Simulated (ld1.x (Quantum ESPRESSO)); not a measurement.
# Hg (Z = 80): one change to a TM potential, before and after

Hg, norm-conserving Troullier–Martins (Kleinman–Bylander form), made with ld1.x (Quantum ESPRESSO) 7.5 (Wu–Cohen, scalar-relativistic). Core [Xe] 4f14, reference 5d10 6s0 6p0 (charge +2). Waves: 6s (bound, empty): rc 1.80 bohr; 6p (bound, empty): rc 2.30 bohr; 5d (bound): rc 1.85 bohr. Local part: the d channel. Core correction: none.

Change: wave 6p (bound): rc 2.30 bohr becomes 6p (bound): rc 1.82 bohr.

Cutoffs: the cutoffs (Ry, on a coarse ladder) from which the occupation-weighted sum of valence levels, in a spherical-Bessel basis at the reference potential, stays within 10 and 1 mRy of its value at 400 Ry; they do not see the model core or the augmentation charge, which bear on the density cutoff. Errors are all-electron minus pseudo energies relative to the spin-unpolarised reference configuration.

Problem. Predict the effect on cutoff, ghosts and configuration errors.

Solution. The potential gets neither clearly harder nor softer (50 Ry and 70 Ry → 50 Ry and 70 Ry); both files keep a bound ghost (p, s); of the 7 tests that both files solve, the error grows in 1 and shrinks in 2 by more than 15 % and 0.3 meV (median size 21.9 → 27.4 meV).

```csv
quantity,base,changed
"cutoff, loose",50 Ry,50 Ry
"cutoff, tight",70 Ry,70 Ry
bound ghosts,"s, p","s, p"
"error for 5d10 6s2 6p0, meV [ΔE -29.77 eV]",+27,+27
"error for 5d10 6s1 6p0, meV [ΔE -19.02 eV]",+15,+15
"error for 5d9 6s0 6p0, meV [ΔE 35.56 eV]",-35,-35
"error for 5d10 6s0 6p1, meV [ΔE -11.46 eV]",+9.2,+6.0
"error for 5d10 6s1.5 6p0, meV [ΔE -25.38 eV]",+22,+22
"error for 5d9 6s2 6p1, meV [ΔE -19.34 eV]",-71,-33
"error for 5d10 6s0 6p2, meV [ΔE -16.98 eV]",+6.3,-38
```

 A true bound ghost makes a file unfit for plane-wave use even where its test errors are small: the radial tests pick states by their node count and pass the ghost by.
